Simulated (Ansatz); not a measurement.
Frontier orbitals of C₃H₇B (`CC1BC1`).

Total charge 0; spin multiplicity 1. Geometry: relaxed with PBE0-D4/def2-TZVP. Basis def2-TZVPP, Ansatz 0.2.0.

| functional | HOMO (eV) | LUMO (eV) | gap (eV) |
| --- | --- | --- | --- |
| PBE | -5.86 | -2.32 | 3.54 |
| BLYP | -5.75 | -2.17 | 3.58 |
| B97M-V | -6.16 | -1.96 | 4.20 |
| PBE0 | -7.11 | -1.28 | 5.83 |
| ωB97X-V | -9.52 | 0.94 | 10.46 |
| ωB97M-V | -9.40 | 0.67 | 10.07 |

From PBE to PBE0 the HOMO moves by −1.26 eV and the LUMO by +1.03 eV, and with ωB97M-V by −3.54 and +2.98 eV, so the gap grows from 3.54 to 10.07 eV with exact exchange. A positive LUMO is unbound and depends on the basis.
